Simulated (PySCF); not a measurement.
C2H7NSi2, SMILES [C@@H]1(N=C[SiH2]1)[SiH3]. Geometry optimised at B3LYP-D3(BJ)/def2-SVP. The structure was generated by enumeration; whether it is a known compound was not checked.

Method: B3LYP-D3(BJ)/def2-SVP run with PySCF.

Harmonic wavenumbers (cm⁻¹): 128, 156, 159, 287, 478, 522, 545, 609, 642, 691, 774, 790, 836, 901, 929, 943, 951, 957, 972, 1055, 1191, 1265, 1609, 2202, 2215, 2216, 2224, 2231, 3057, 3126. Rotational constants (GHz): 5.750, 2.220, 1.797; symmetry number 1.

Task: Work out the zero-point energy and the ideal-gas rigid-rotor harmonic-oscillator thermochemistry at 298.15 K and 1 atm.

Result: ZPE = ½ Σ hcν = ½ × 34660 cm⁻¹ = 207.31 kJ/mol. H − E(el) = 227.76 kJ/mol. Entropy in J/(mol K): translation 166.34, rotation 113.14, vibration 59.14, total 338.61. G − E(el) = 126.80 kJ/mol. Cp = 113.89 J/(mol K). Modes under 150 cm⁻¹ make the vibrational entropy uncertain.
